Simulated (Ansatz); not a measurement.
**Which isomer of Al2H5NO gives these data?**

These gas-phase data were calculated for one isomer of Al2H5NO at r2SCAN-D4/def2-SVP (harmonic, unscaled wavenumbers; equilibrium rotational constants with average atomic masses):

```
rotational constants            : 22.65, 1.736, 1.612 GHz
all wavenumbers above 1500 cm⁻¹ : 3948, 3540, 1962, 1940, 1930
```

Candidates:

(1) `[NH2][AlH][O][AlH2]`, a singlet
(2) `[OH][AlH][NH][AlH2]`, a singlet

Q: Assign the data to one candidate and say why.

A: Candidate (2). 1 mode lies between 3250 and 3800 cm⁻¹, one for each N–H bond, while (1) has 2.

The same quantities for all candidates:

```
     rotational constants (GHz)         wavenumbers above 1500 cm⁻¹  E above the lowest, r2SCAN-D4/def2-SVP (kcal/mol)
(1)         17.98, 1.762, 1.645  3679, 3586, 1968, 1943, 1939, 1526                                                0.0
(2)         22.65, 1.736, 1.612        3948, 3540, 1962, 1940, 1930                                               15.1
```

Harmonic stretches to hydrogen usually lie a few per cent above observed fundamentals. Each candidate is one conformer. Programs: Ansatz 0.2.0.
